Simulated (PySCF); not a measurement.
**Radial density of Sc⁻ (scandium, charge -1)**

BHandHLYP, [Ar] 3d2 4s2, high-spin 3F determinant. Calculation: PySCF 2.14, in aug-cc-pVQZ-DK; scalar relativity by spin-free X2C-1e.

```json
{"r (bohr)": "0.00125", "4πr²ρ (e/bohr)": "0.1545", "4πr²(ρα − ρβ)": "0.0000"}
{"r (bohr)": "0.00210", "4πr²ρ (e/bohr)": "0.3965", "4πr²(ρα − ρβ)": "0.0000"}
{"r (bohr)": "0.00354", "4πr²ρ (e/bohr)": "0.9975", "4πr²(ρα − ρβ)": "0.0000"}
{"r (bohr)": "0.00595", "4πr²ρ (e/bohr)": "2.426", "4πr²(ρα − ρβ)": "0.0000"}
{"r (bohr)": "0.0100", "4πr²ρ (e/bohr)": "5.556", "4πr²(ρα − ρβ)": "0.0001"}
{"r (bohr)": "0.0168", "4πr²ρ (e/bohr)": "11.44", "4πr²(ρα − ρβ)": "0.0002"}
{"r (bohr)": "0.0283", "4πr²ρ (e/bohr)": "19.60", "4πr²(ρα − ρβ)": "0.0003"}
{"r (bohr)": "0.0476", "4πr²ρ (e/bohr)": "24.82", "4πr²(ρα − ρβ)": "0.0001"}
{"r (bohr)": "0.0801", "4πr²ρ (e/bohr)": "21.12", "4πr²(ρα − ρβ)": "-0.0009"}
{"r (bohr)": "0.135", "4πr²ρ (e/bohr)": "18.89", "4πr²(ρα − ρβ)": "0.0000"}
{"r (bohr)": "0.227", "4πr²ρ (e/bohr)": "26.20", "4πr²(ρα − ρβ)": "0.0234"}
{"r (bohr)": "0.381", "4πr²ρ (e/bohr)": "16.45", "4πr²(ρα − ρβ)": "0.1473"}
{"r (bohr)": "0.641", "4πr²ρ (e/bohr)": "6.972", "4πr²(ρα − ρβ)": "0.4820"}
{"r (bohr)": "1.08", "4πr²ρ (e/bohr)": "8.603", "4πr²(ρα − ρβ)": "0.7915"}
{"r (bohr)": "1.81", "4πr²ρ (e/bohr)": "2.659", "4πr²(ρα − ρβ)": "0.6510"}
{"r (bohr)": "3.05", "4πr²ρ (e/bohr)": "0.7740", "4πr²(ρα − ρβ)": "0.3325"}
{"r (bohr)": "5.13", "4πr²ρ (e/bohr)": "0.4005", "4πr²(ρα − ρβ)": "0.0810"}
{"r (bohr)": "8.63", "4πr²ρ (e/bohr)": "0.09098", "4πr²(ρα − ρβ)": "0.0019"}
{"r (bohr)": "14.5", "4πr²ρ (e/bohr)": "0.007131", "4πr²(ρα − ρβ)": "-0.0002"}
{"r (bohr)": "24.4", "4πr²ρ (e/bohr)": "1.981e-05", "4πr²(ρα − ρβ)": "0.0000"}
```

Densities and radii are taken from the X2C orbitals without a picture-change correction, which distorts them close to the nucleus.

The configuration of this anion was assumed by filling the next shell in order. It is not the known or likely ground configuration (Ca⁻, Sr⁻ and Ba⁻, for instance, bind a p electron), so these values are not the electron affinity of the element. At BHandHLYP the highest occupied level has a positive energy, so only the finite basis holds that electron.
